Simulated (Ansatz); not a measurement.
System: sum formula ZnO$_{2}$H$_{2}$, net charge 0, singlet state. SMILES: [OH][Zn][OH]
Structure (B3LYP-D3(BJ)/def2-TZVP (Ansatz, an electronic-structure program) minimum search):
```xyz
5

Zn    -0.0001     0.0083     0.0015
O      1.1532     0.1724    -1.3393
H      1.8905     0.7656    -1.1673
O     -1.1515    -0.3325     1.3103
H     -1.9018     0.2678     1.3544
```
Charge 0, spin multiplicity 1.

Property: atomisation energy (electronic, to ground-state atoms), in eV. Cores are frozen in the correlated levels unless marked. Open shells are spin-unrestricted. No spin-orbit coupling. Frozen are the shells of the preceding noble gas and the d and f shells that filled before the atom's block. No relativistic terms. The coupled-cluster limit lacks core correlation, which all-electron functionals hold. CBS marks a two-point X^-3 extrapolation of the correlation energy; Hartree-Fock from the larger set. The bracket is a focal-point correction in the basis named.

```json
[
 {"level": "PBE0-D3(BJ)/def2-TZVPD", "program": "Ansatz + dftd3", "atomisation energy (eV)": "[?]"},
 {"level": "PBE0/def2-QZVPP", "program": "Ansatz", "atomisation energy (eV)": "15.33"},
 {"level": "r2SCAN0-D4/def2-TZVPD", "program": "Ansatz + dftd4", "atomisation energy (eV)": "14.98"},
 {"level": "r2SCAN0/def2-TZVPD", "program": "Ansatz", "atomisation energy (eV)": "14.97"},
 {"level": "LC-wPBE-D4/def2-TZVPD", "program": "Ansatz + dftd4", "atomisation energy (eV)": "15.78"},
 {"level": "SCS-MP2/def2-TZVPP", "program": "Ansatz", "atomisation energy (eV)": "15.57"},
 {"level": "RI-MP2/CBS(def2-TZVPPD,def2-QZVPPD)+[CCSD(T)-MP2]/def2-TZVPPD", "program": "Ansatz", "atomisation energy (eV)": "[?]"}
]
```

Task: Some entries are withheld; supply them.

Result: 
- PBE0-D3(BJ)/def2-TZVPD, atomisation energy (eV): 15.19
- RI-MP2/CBS(def2-TZVPPD,def2-QZVPPD)+[CCSD(T)-MP2]/def2-TZVPPD, atomisation energy (eV): 15.70
